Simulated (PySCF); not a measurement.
Spinor energies of Ag⁴⁺ (silver, charge +4)

Start: [Kr] 4d7; 4d3/2 filled at m_j = -3/2, -1/2, +1/2, +3/2; 4d5/2 filled at m_j = +1/2, +3/2, +5/2. Calculated with PySCF 2.14 in x2c-SVPall-2c (6s8p6d1f, 67 functions): generalised Hartree-Fock with the X2C-1e Hamiltonian and a Gaussian nucleus; one run each with spin-orbit coupling (SO) switched off, then screened by Boettger's factors.

```
spinor shell  electrons  ε, spin-free (eV)  ε, screened SO (eV)  weight of nominal j (screened SO)  rms radius, screened SO (bohr)
       1s1/2          2           -25700.7             -25698.7                              1.000                          0.0357
       2s1/2          2            -3919.8              -3919.2                              1.000                           0.146
       2p1/2          2            -3516.1              -3637.8                              1.000                           0.127
       2p3/2          4            -3516.1              -3459.8                              1.000                           0.131
       3s1/2          2            -803.40              -803.19                              1.000                           0.392
       3p1/2          2            -667.31              -689.52                              1.000                           0.387
       3p3/2          4            -667.31              -656.86                              1.000                           0.398
       3d3/2          4            -452.87              -456.95                              0.992                           0.374
       3d5/2          6            -452.87              -449.89                              0.994                           0.377
       4s1/2          2            -172.36              -172.28                              1.000                           0.974
       4p1/2          2            -129.62              -135.98                              0.860                            1.03
       4p3/2          4            -129.62              -126.50                              0.930                            1.05
       4d5/2          3            -69.098              -69.922                              0.734                            1.29
       4d3/2          4            -69.098              -68.509                              0.703                            1.29
```

```
   quantity    spin-free  screened SO
E (hartree)  -5307.88646  -5308.86014
        M_J          9/2          9/2
       ⟨J²⟩       24.755       24.756
       ⟨L²⟩       12.004       12.273
       ⟨S²⟩        3.751        3.668
```

Each row is a mean over spinors that exchange with the open shell spreads, by up to 10.565 eV (4p3/2).

Rows whose weight is well below 1 are mixtures of j = l ± 1/2: exchange outweighs spin-orbit coupling there, and the label is only the starting occupation.

Breit and QED terms are absent; they matter most for the inner s and p1/2 levels.

Densities and radii are taken from the X2C orbitals without a picture-change correction, which distorts them close to the nucleus.

Without spin-orbit coupling the j labels of p, d and f shells carry no meaning; the spin-free column gives the mean over the occupied spinors of each nl shell.
